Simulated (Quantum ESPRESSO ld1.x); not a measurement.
Species: Os4+. Configuration: [Kr] 4d10 4f14 5s1 5p6 5d4 6p1 (not the ground configuration). Calculated with ld1.x of Quantum ESPRESSO 7.5: scalar-relativistic Kohn-Sham, LDA (Slater exchange, Perdew-Zunger correlation), spin-polarised, spherical densities, point nucleus; open shells are filled with parallel spins first.

Unscreened Slater integrals over Kohn-Sham orbitals (hartree). They are taken over the spin-up orbitals.

F0(6p,6p): 0.34357
F2(6p,6p): 0.18927
F0(6p,5d): 0.40888
F2(6p,5d): 0.15333
G1(6p,5d): 0.063613
G3(6p,5d): 0.056224
F0(6p,5p): 0.42585
F2(6p,5p): 0.12293
G0(6p,5p): 0.023933
G2(6p,5p): 0.033266
F0(6p,4f): 0.45493
F2(6p,4f): 0.064067
G2(6p,4f): 0.016491
G4(6p,4f): 0.015391
F0(5d,5d): 0.61208
F2(5d,5d): 0.32501
F4(5d,5d): 0.21804
F0(5d,5p): 0.68309
F2(5d,5p): 0.34657
G1(5d,5p): 0.41915
G3(5d,5p): 0.26153
F0(5d,4f): 0.77863
F2(5d,4f): 0.19565
F4(5d,4f): 0.093983
G1(5d,4f): 0.069921
G3(5d,4f): 0.064686
G5(5d,4f): 0.051448
F0(5p,5p): 0.79469
F2(5p,5p): 0.43052
F0(5p,4f): 0.97134
F2(5p,4f): 0.31139
G2(5p,4f): 0.12789
G4(5p,4f): 0.10620
F0(4f,4f): 1.6577
F2(4f,4f): 0.81207
F4(4f,4f): 0.51457
F6(4f,4f): 0.37167

Derived for the open shells (J is the average intra-shell exchange parameter used in DFT+U). 5d: Racah B = F2/49 - 5 F4/441 = 0.004161 hartree, C = 35 F4/441 = 0.01730 hartree, C/B = 4.16, F4/F2 = 0.671, J = (F2 + F4)/14 = 0.03879 hartree. 6p: J = F2/5 = 0.03785 hartree.
